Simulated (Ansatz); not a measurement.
`[Br][Al]1[CH2][CH2]1` + `C=N` → `N=[CH][Al]1[CH2][CH2]1` + HBr at 500 K and 1 bar (formal exchange of groups at the Al–Br bond).

Computed with Ansatz on PBE0-D4/def2-TZVP structures; ΔE is electronic, products minus reactants. CCSD(T)/CBS is the MP2 limit (def2-TZVPP, def2-QZVPP) plus CCSD(T) − MP2 in def2-TZVPP, frozen cores. This one scheme is used for every species. For Br outer-core shells are correlated without core-valence functions, which leaves a few kJ/mol of doubt a bond. Scalar relativity is left out up to krypton. Each species was taken in one conformer, which may not be the lowest.

| species | CCSD(T)/CBS energy (Eh) | H − E (kJ/mol) | S (J/(mol·K)) |
| --- | --- | --- | --- |
| `[Br][Al]1[CH2][CH2]1` | -2893.85018 | 175.3 | 370.1 |
| `C=N` | -94.52360 | 124.2 | 249.5 |
| `N=[CH][Al]1[CH2][CH2]1` | -414.38872 | 262.2 | 409.2 |
| HBr | -2573.91920 | 30.5 | 213.7 |

H − E and S are ideal-gas, rigid-rotor, harmonic terms from PBE0-D4/def2-TZVP, for one conformer and one mirror image of each species. 1 Eh = 2625.50 kJ/mol, R = 8.31446 J/(mol·K).

Problem. By hand: ΔE, ΔH, ΔS and ΔG.

Solution. ΔE = (-414.38872) + (-2573.91920) − (-2893.85018) − (-94.52360) = 0.06586 Eh = 172.9 kJ/mol. Δ(H − E) = 262.2 + 30.5 − 175.3 − 124.2 = -6.8, so ΔH = 166.1 kJ/mol. ΔS = 409.2 + 213.7 − 370.1 − 249.5 = 3.3 J/(mol·K). ΔG = 166.1 − 500 × (3.3)/1000 = 164.4 kJ/mol.

Problem. By hand: the equilibrium constant, and the temperature at which ΔG would vanish if ΔH and ΔS stayed fixed.

Solution. log₁₀ K = −ΔG/(RT ln 10) = -17.2. ΔG = 0 at ΔH/ΔS = 50333 K, far beyond where these terms or the molecules hold.

The number of gas molecules stays the same, so ΔS is small and ΔH decides. A doubt of 5 kJ/mol in ΔE shifts log₁₀ K by 0.5 here. Other conformers and mirror images would add mixing entropy, several J/(mol·K) or more a flexible species. Modes under 60 cm⁻¹, often nearly free rotors, make the harmonic entropy too high. These are equilibria of isolated gas molecules and say nothing of rates. Largest T1 diagnostic: 0.013 (customary marks: 0.02 for closed shells, 0.045 for open ones).
